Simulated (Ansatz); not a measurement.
Isolated molecules relaxed with PBE0-D4/def2-TZVP in Ansatz; ΔE leaves out vibrations. CCSD(T)/CBS adds triple-zeta CCSD(T) − MP2 to the extrapolated MP2 energy (def2 sets, frozen cores). This one scheme is used for every species. DFT in def2-TZVPP. B3LYP here is the variant with VWN-RPA as its local correlation; programs differ in this. One conformer a species, not always the lowest.

Consider the cleavage of the Si–Al bond: `C[SiH2][AlH][F]` + `N[PH][AlH2]` → `C[SiH2]N[PH][AlH2]` + `[F][AlH2]`.

`C[SiH2][AlH][F]`:

Cartesian coordinates in Å:
```
C 0.717 -0.460 -1.397
Si 0.624 0.382 0.284
Al -1.562 0.127 1.368
F -1.777 0.876 2.828
H 1.706 -0.326 -1.840
H -0.022 -0.043 -2.084
H 0.526 -1.532 -1.309
H 0.926 1.837 0.135
H 1.678 -0.176 1.183
H -2.814 -0.685 0.831
```

`N[PH][AlH2]`:

Z-matrix (Å, degrees):
```
N
P 1 1.710
H 1 1.007 2 119.7
H 1 1.008 2 114.2 3 -135.4
Al 2 2.315 1 105.5 3 -56.1
H 2 1.432 1 106.6 3 45.7
H 5 1.588 2 116.5 1 164.3
H 5 1.587 2 121.6 1 -21.2
```

`C[SiH2]N[PH][AlH2]`:

Cartesian coordinates in Å:
```
C 0.265 2.346 -0.050
Si 1.025 0.977 0.958
N 0.264 -0.550 0.642
P 0.232 -1.238 -0.923
Al -1.729 -2.462 -1.093
H 0.775 3.293 0.143
H -0.794 2.467 0.190
H 0.353 2.128 -1.117
H 0.842 1.213 2.417
H 2.486 0.921 0.665
H -0.061 -1.090 1.427
H 1.133 -2.343 -0.850
H -2.958 -2.133 -0.143
H -1.834 -3.529 -2.264
```

`[F][AlH2]`:

Cartesian coordinates in Å:
```
F 0.565 -1.438 0.396
Al -0.019 0.050 -0.014
H -1.214 0.090 -1.040
H 0.669 1.298 0.658
```

```json
{"level": "r2SCAN-D4", "ΔE (kJ/mol)": "-53.3", "difference from CCSD(T)/CBS": "6.6"}
{"level": "B97M-V", "ΔE (kJ/mol)": "-64.2", "difference from CCSD(T)/CBS": "-4.3"}
{"level": "B3LYP-D4", "ΔE (kJ/mol)": "-60.0", "difference from CCSD(T)/CBS": "-0.1"}
{"level": "r2SCANh-D4", "ΔE (kJ/mol)": "-54.4", "difference from CCSD(T)/CBS": "5.5"}
{"level": "B2PLYP", "ΔE (kJ/mol)": "-59.2", "difference from CCSD(T)/CBS": "0.7"}
{"level": "r2SCAN", "ΔE (kJ/mol)": "-51.4", "difference from CCSD(T)/CBS": "8.5"}
{"level": "HF/def2-SVP", "ΔE (kJ/mol)": "-63.4", "difference from CCSD(T)/CBS": "-3.5"}
{"level": "CCSD/def2-TZVPP", "ΔE (kJ/mol)": "-59.9", "difference from CCSD(T)/CBS": "0.0"}
{"level": "CCSD(T)/def2-TZVPP", "ΔE (kJ/mol)": "-59.6", "difference from CCSD(T)/CBS": "0.3"}
{"level": "SCS-MP2/def2-QZVPP", "ΔE (kJ/mol)": "-70.3", "difference from CCSD(T)/CBS": "-10.4"}
{"level": "CCSD(T)/CBS", "ΔE (kJ/mol)": "-59.9", "difference from CCSD(T)/CBS": "0"}
```

Largest T1 diagnostic among the species: 0.013.

Leaving LDA and LC-ωPBE aside and taking each functional with its dispersion term where it has one, the values, not all of them listed here, spread over 27.0 kJ/mol, from BHLYP-D4 to PBE-D4. LDA lies −9.7 kJ/mol from PBE without D4. From PBE to PBE0 (25 % exact exchange), in def2-TZVPP and without D4, ΔE moves by −6.6 kJ/mol.
